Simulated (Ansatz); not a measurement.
cis-Zn(OH)2(NH3)4 (ZnN4O2H14): single points at one geometry.

```yaml
crystal:
  periodic: [false, false, false]
  atoms:
    - {symbol: N, position_ang: [0.312485, 0.043978, -2.136834]}
    - {symbol: N, position_ang: [-2.162911, -0.022411, 0.263777]}
    - {symbol: N, position_ang: [0.258011, 2.311624, 0.214064]}
    - {symbol: N, position_ang: [0.209061, -2.330923, 0.234028]}
    - {symbol: O, position_ang: [-0.251234, 0.372377, 2.017588]}
    - {symbol: O, position_ang: [2.018840, -0.388840, -0.187665]}
    - {symbol: Zn, position_ang: [0.066046, -0.024876, 0.082239]}
    - {symbol: H, position_ang: [0.399833, 0.039359, 2.647008]}
    - {symbol: H, position_ang: [0.059248, -0.669481, -2.819206]}
    - {symbol: H, position_ang: [1.309689, -0.055864, -1.872587]}
    - {symbol: H, position_ang: [0.171600, 0.960739, -2.558398]}
    - {symbol: H, position_ang: [2.628506, -0.052032, 0.480086]}
    - {symbol: H, position_ang: [-2.639842, -0.912162, 0.125768]}
    - {symbol: H, position_ang: [-2.789487, 0.727786, -0.024911]}
    - {symbol: H, position_ang: [-1.925336, 0.083024, 1.267012]}
    - {symbol: H, position_ang: [0.103436, 1.988798, 1.191257]}
    - {symbol: H, position_ang: [-0.309282, 3.138522, 0.028181]}
    - {symbol: H, position_ang: [1.239205, 2.574655, 0.121667]}
    - {symbol: H, position_ang: [0.013855, -3.120524, -0.381139]}
    - {symbol: H, position_ang: [0.093853, -2.645188, 1.197531]}
    - {symbol: H, position_ang: [1.194424, -2.018581, 0.110564]}
basis:
  gaussian: {orbitals: def2-TZVP, initial_orbitals: start.molden}
hamiltonian: {xc: pbe, dispersion: d4}
scf: {omitted_lower_state_checks: [starts]}
output: {forces: true, orbitals: {seedname: orbitals}}
```

The file start.molden holds the orbitals of an earlier run on this structure, at another level or in another basis.

```sh
$ ansatz run in.yaml --threads 4 --pin off --events-out ev --progress --plain --max-ram 4787MiB
```

Output, abridged:

```
Functional definition: PBE
1998 factors; their error is unknown
mean field evaluation 1: about -58689.7418 eV, gradient 1.4e1 eV
mean field evaluation 2: about -58689.9832 eV, gradient 2.7e-1 eV
mean field evaluation 4: about -58689.9364 eV, gradient 1.0e-3 eV
mean field -58689.93636742 eV, -2156.8153800348 hartree, gradient 1.5e-5 eV, S^2 0.000000; 0 other end points of the search recorded, 0 dependent functions left out
reference -58689.93642634 eV, -2156.8153822003 hartree; 44, 44 occupied and 274, 274 virtual orbitals, 1998 factors
Total energy: -58690.38460427 eV, -2156.8318524354 hartree
Atom 0 at     0.312485     0.043978    -2.136834 Å, force    -0.066567     0.008142    -0.075007 eV/Å
Atom 1 at    -2.162911    -0.022411     0.263777 Å, force    -0.070836    -0.008999    -0.068041 eV/Å
Atom 2 at     0.258011     2.311624     0.214064 Å, force     0.015406     0.096524    -0.086873 eV/Å
Atom 3 at     0.209061    -2.330923     0.234028 Å, force    -0.082627    -0.102519     0.012898 eV/Å
Atom 4 at    -0.251234     0.372377     2.017588 Å, force    -0.124724     0.069208     0.198048 eV/Å
Atom 5 at     2.018840    -0.388840    -0.187665 Å, force     0.207081    -0.066470    -0.123891 eV/Å
Atom 6 at     0.066046    -0.024876     0.082239 Å, force    -0.126066    -0.007404    -0.115238 eV/Å
Atom 7 at     0.399833     0.039359     2.647008 Å, force     0.099107    -0.069572     0.118701 eV/Å
Atom 8 at     0.059248    -0.669481    -2.819206 Å, force    -0.035793    -0.047332     0.002388 eV/Å
Atom 9 at     1.309689    -0.055864    -1.872587 Å, force     0.117084     0.015440    -0.093267 eV/Å
Atom 10 at     0.171600     0.960739    -2.558398 Å, force    -0.028922     0.043711     0.021178 eV/Å
Atom 11 at     2.628506    -0.052032     0.480086 Å, force     0.113841     0.066120     0.103286 eV/Å
Atom 12 at    -2.639842    -0.912162     0.125768 Å, force     0.022493    -0.045183    -0.027532 eV/Å
Atom 13 at    -2.789487     0.727786    -0.024911 Å, force     0.005330     0.045848    -0.034255 eV/Å
Atom 14 at    -1.925336     0.083024     1.267012 Å, force    -0.098763    -0.009974     0.109221 eV/Å
Atom 15 at     0.103436     1.988798     1.191257 Å, force     0.006660     0.075286     0.122135 eV/Å
Atom 16 at    -0.309282     3.138522     0.028181 Å, force    -0.055801     0.033287    -0.027617 eV/Å
Atom 17 at     1.239205     2.574655     0.121667 Å, force     0.045341    -0.004370    -0.030207 eV/Å
Atom 18 at     0.013855    -3.120524    -0.381139 Å, force    -0.026849    -0.023734    -0.057915 eV/Å
Atom 19 at     0.093853    -2.645188     1.197531 Å, force    -0.033007     0.010050     0.043289 eV/Å
Atom 20 at     1.194424    -2.018581     0.110564 Å, force     0.117611    -0.078060     0.008698 eV/Å
Dipole moment:    -0.474530    -0.014772    -0.484672 e Å
Checks for a lower state left out: starts
```

Run time 5.5 s (4 threads of Arm Neoverse V2 on a shared host), peak host memory 0.58 GiB.

The first input with `gaussian: {orbitals: STO-3G}`, `hamiltonian: {xc: hf}`, `output: {orbitals: {seedname: orbitals}}` (abridged; 0.85 s):

```
Functional definition: HF
mean field evaluation 16: about -57898.7990 eV, gradient 2.0e0 eV
mean field evaluation 32: about -57900.5552 eV, gradient 3.6e-2 eV
mean field -57900.55612811 eV, -2127.8061913015 hartree, gradient 5.3e-6 eV, S^2 0.000000
Total energy: -57900.55612811 eV, -2127.8061913015 hartree
Checks for a lower state left out: starts
```

First input, but with `hamiltonian: {xc: {name: BLYP}, dispersion: d4}`, `output: {orbitals: {seedname: orbitals}}` (abridged; 4.2 s):

```
Functional definition: BLYP
mean field -58708.17268972 eV, -2157.4855525184 hartree, gradient 9.2e-6 eV, S^2 0.000000
Total energy: -58709.11343023 eV, -2157.5201240946 hartree
Checks for a lower state left out: starts
```

First input, but with `gaussian: {orbitals: def2-SVP, initial_orbitals: start.molden}`, `hamiltonian: {xc: pbe0, dispersion: d4}`, `output: {orbitals: {seedname: orbitals}}` (abridged; 3.8 s):

```
Functional definition: PBE0
mean field -58671.73227815 eV, -2156.1463920935 hartree, gradient 1.0e-5 eV, S^2 0.000000
Total energy: -58672.11977705 eV, -2156.1606324154 hartree
Checks for a lower state left out: starts
```

Geometry: B3LYP-D4/def2-SVP.

At HF/STO-3G the highest occupied level of the charge 0 singlet lies above zero (up to 1.42 eV). In Hartree–Fock with STO-3G the lack of diffuse functions raises the level. Another isomer (singlet) lies 0.49 eV lower at PBE0-D4/def2-TZVP; other spin states weren't run for this one.
